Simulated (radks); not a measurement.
Results of a calculation; reference values are marked as such.
Species: Bi0.5-. Configuration: [Hg] 6p(up 2.5, down 1) (fractional occupations, a model configuration).

Level of theory: scalar-relativistic Kohn-Sham, PBE, spin-polarised, spherical densities, finite nucleus; Fermi nuclear charge, rms radius 5.5211 fm (a radial shooting solver on a logarithmic mesh with Libxc functionals).

Energy parts (eV):
| part | energy |
|---|---|
| total | -585707.04 |
| kinetic | 663827.48 |
| electron-nucleus | -1463908.26 |
| Hartree | 225110.44 |
| exchange-correlation | -10736.71 |

Orbitals (lengths in bohr, moments of r in powers of bohr):
orbital  occ.  eigenvalue (eV)      <r^2>   <1/r>       <r^4>      <r>
1s up       1        -90613.73  0.0003464   103.2   3.330e-07  0.01580
1s down     1        -90613.71  0.0003464   103.2   3.330e-07  0.01580
2s up       1        -16279.49   0.005245   24.25  0.00004781  0.06649
2s down     1        -16279.48   0.005245   24.25  0.00004781  0.06649
2p up       3        -13931.35   0.004486   21.22  0.00003998  0.06054
2p down     3        -13931.34   0.004486   21.22  0.00003998  0.06054
3s up       1        -3927.167    0.03370   8.988    0.001711   0.1716
3s down     1        -3927.159    0.03370   8.988    0.001711   0.1716
3p up       3        -3255.901    0.03501   8.110    0.001919   0.1737
3p down     3        -3255.891    0.03501   8.110    0.001919   0.1737
3d up       5        -2580.109    0.02902   7.603    0.001474   0.1575
3d down     5        -2580.100    0.02902   7.603    0.001474   0.1575
4s up       1        -898.6691     0.1604   3.877     0.03703   0.3771
4s down     1        -898.6542     0.1604   3.877     0.03703   0.3771
4p up       3        -678.6147     0.1841   3.480     0.04985   0.4026
4p down     3        -678.5986     0.1841   3.480     0.04985   0.4026
4d up       5        -426.6064     0.2059   3.131     0.06648   0.4225
4d down     5        -426.5881     0.2059   3.131     0.06648   0.4225
4f up       7        -149.1325     0.2322   2.745      0.1040   0.4410
4f down     7        -149.1113     0.2321   2.745      0.1040   0.4410
5s up       1        -154.1854     0.7736   1.644      0.8576   0.8311
5s down     1        -154.1417     0.7736   1.644      0.8573   0.8312
5p up       3         -92.4007      1.013   1.409       1.520   0.9482
5p down     3         -92.3585      1.013   1.409       1.516   0.9480
5d up       5         -23.6710      1.778   1.061       5.406    1.238
5d down     5         -23.5359      1.760   1.065       5.257    1.233
6s up       1         -11.4514      5.500  0.5831       47.69    2.201
6s down     1         -10.7492      5.432  0.5888       46.85    2.186
6p up     2.5          -1.9404      12.15  0.3985       277.4    3.211
6p down     1          -1.1402      13.19  0.3911       353.7    3.316

The highest occupied level is 6p down at -1.140 eV. The electron density at the nucleus is 3.213e+06 e/bohr^3 (large components only). Spin moment in Bohr magnetons: 1.5. Summed over all electrons, <r^2> = 87.16 bohr^2, which gives a Langevin (diamagnetic) susceptibility term of -69 x 10^-6 cm^3/mol. The spin density at the nucleus is -8.675 e/bohr^3 (1s -0.371, 2s 0.134, 3s 0.126, 4s 0.047, 5s 0.411, 6s -9.023). The density falls to 0.001 e/bohr^3 at r = 5.01 bohr.
